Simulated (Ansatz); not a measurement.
Reaction (formal exchange of groups at a C–C bond): `OCC1OCCCO1` + `OC(F)F` → `OCC(O)(F)F` + `C1COCOC1`

Computed with Ansatz on PBE0-D4/def2-TZVP structures; ΔE is electronic, products minus reactants. CBS: MP2 limit from def2 TZ/QZ plus the TZ coupled-cluster correction, frozen cores. Functionals use def2-TZVPP. B3LYP here is the variant with VWN-RPA as its local correlation; programs differ in this. One conformer a species, not always the lowest.

`OCC1OCCCO1`:

```xyz
18

O     1.976   -0.765   -2.207
C     1.921    0.060   -1.067
C     0.495    0.100   -0.582
O     0.379    1.174    0.307
C    -0.942    1.294    0.796
C    -1.388    0.001    1.453
C    -1.148   -1.141    0.483
O     0.189   -1.118    0.027
H     2.887   -1.021   -2.356
H     2.543   -0.321   -0.249
H     2.227    1.089   -1.293
H    -0.192    0.256   -1.436
H    -1.618    1.546   -0.037
H    -0.941    2.130    1.497
H    -2.446    0.058    1.728
H    -0.807   -0.167    2.363
H    -1.304   -2.115    0.948
H    -1.832   -1.059   -0.377
```

`OC(F)F`:

Z-matrix (Å, degrees):
```
C
F 1 1.355
F 1 1.355 2 105.7
O 1 1.346 2 111.4 3 -121.2
H 1 1.091 2 109.4 3 117.7
H 4 0.966 1 108.8 2 58.9
```

`OCC(O)(F)F`:

Z-matrix (Å, degrees):
```
C
C 1 1.515
O 1 1.396 2 112.3
H 1 1.097 2 107.1 3 124.5
H 1 1.090 2 107.9 3 -118.8
F 2 1.356 1 111.7 3 64.5
O 2 1.357 1 109.8 3 -57.7
F 2 1.360 1 109.3 3 -179.4
H 3 0.962 1 108.0 2 56.6
H 7 0.965 2 109.1 1 171.2
```

`C1COCOC1`:

```xyz
14

C    -0.710    0.951    0.236
C    -1.204   -0.413   -0.212
O    -0.335   -0.956   -1.187
C     0.969   -1.032   -0.700
O     1.501    0.212   -0.367
C     0.743    0.826    0.657
H    -1.318    1.327    1.063
H    -0.788    1.657   -0.595
H    -1.260   -1.096    0.651
H    -2.194   -0.361   -0.668
H     1.588   -1.447   -1.494
H     0.990   -1.690    0.190
H     0.818    0.225    1.578
H     1.200    1.797    0.847
```

```
             level  ΔE (kJ/mol)  difference from CCSD(T)/CBS
            PBE-D4         -6.6                         -2.0
         r2SCAN-D4         -9.2                         -4.6
           PBE0-D4         -6.3                         -1.7
          B3LYP-D4         -5.5                         -0.9
           ωB97X-V         -7.5                         -2.9
           ωB97M-V         -7.6                         -3.0
            B2PLYP         -5.7                         -1.1
               PBE         -7.9                         -3.3
            r2SCAN        -10.1                         -5.5
              PBE0         -7.7                         -3.1
             B3LYP         -7.0                         -2.4
     HF/def2-TZVPP         -6.2                         -1.6
    MP2/def2-TZVPP         -2.8                          1.8
SCS-MP2/def2-TZVPP         -3.4                          1.2
   CCSD/def2-TZVPP         -4.8                         -0.2
CCSD(T)/def2-TZVPP         -4.8                         -0.2
     HF/def2-QZVPP         -5.7                         -1.1
    MP2/def2-QZVPP         -2.5                          2.1
SCS-MP2/def2-QZVPP         -3.1                          1.5
      HF/CBS(def2)         -5.6                         -1.0
     MP2/CBS(def2)         -2.6                          2.0
    CCSD/CBS(def2)         -4.6                          0.0
       CCSD(T)/CBS         -4.6                            0
```

Largest T1 diagnostic among the species: 0.012.

CCSD(T)/CBS has its own doubt, a few kJ/mol and more with outer-core shells, so smaller differences from it don't rank the levels.
